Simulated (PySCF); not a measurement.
P: excitation energy

P [Ne] 3s2 3p3 (4S) → P [Ne] 3s2 3p2 4s1, s spin flipped, as a difference of total energies. All numbers are calculated (PySCF 2.14, scalar relativity by spin-free X2C-1e, in aug-cc-pCVTZ-DK with one added diffuse shell each of s, p, d, f type (9s8p6d4f, 91 functions)). Correlated levels: valence: [Ne] frozen; valence and next inner shell: 1s2 frozen; nothing frozen. The calculations carry no spin-orbit coupling.

```
                                method  excitation energy (cm⁻¹)
                                   UHF                     54681
                                   LDA                     56665
                                   PBE                     56541
                                  PBE0                     57201
                                r2SCAN                     58388
                               LC-wPBE                     58411
                                  TPSS                     57283
                                  PW91                     56652
                                 M06-L                     59029
                         MP2 (valence)                     57862
                     SCS-MP2 (valence)                     56439
    MP2 (valence and next inner shell)                     57839
SCS-MP2 (valence and next inner shell)                     56444
                   MP2 (all electrons)                     57856
               SCS-MP2 (all electrons)                     56455
```

The upper determinant mixes two multiplicities, so it lies between the two terms.

The promoted electron is Rydberg-like, and one or two diffuse shells describe it only roughly, which tends to raise the upper state.
